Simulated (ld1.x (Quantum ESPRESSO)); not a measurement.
## dysprosium (Dy): excitation energies, all-electron against PAW

Dy, PAW, made with ld1.x (Quantum ESPRESSO) 7.5 (LDA (PZ), fully relativistic). Core [Kr], reference 4d10 4f9 5s2 5p6 5d1 6s2 6p0. Waves: 5s (bound): rcut 1.65, rcutus 1.70 bohr; 6s (bound): rcut 1.65, rcutus 1.70 bohr; 5p (bound): rcut 2.00, rcutus 2.15 bohr; 6p (bound, empty): rcut 2.00, rcutus 2.15 bohr; 4d (bound): rcut 0.85, rcutus 1.15 bohr; 5d (bound): rcut 0.85, rcutus 1.15 bohr; 4f (bound): rcut 0.85, rcutus 1.15 bohr; 4f channel at 1.45 Ry: rcut 0.85, rcutus 1.15 bohr. Local part: all-electron potential smoothed inside 1.05 bohr (lloc = -1). Core correction: Bessel-smoothed model core inside 0.75 bohr. Augmentation charge: PSQ, inside the norm-conserving radii.

Open shells are filled in proportion to 2j + 1 (rel_dist='average').

Energies are relative to the spin-unpolarised reference configuration 4d10 4f9 5s2 5p6 5d1 6s2 6p0; without spin polarisation the order of configurations can differ from experiment. Not all tests gave a result: test run stopped at test 4 of 7 (negative rho).

| valence configuration | charge | ΔE all-electron (eV) | error AE − PS (meV) |
| --- | --- | --- | --- |
| 4d10 4f10 5s2 5p6 5d0 6s2 6p0 | 0 | -4.340 | +69 |
| 4d10 4f10 5s2 5p6 5d0 6s1 6p0 | +1 | 2.114 | +78 |
| 4d10 4f10 5s2 5p6 5d0 6s0 6p0 | +2 | 13.992 | +97 |

The ghost test of this file was not conclusive.
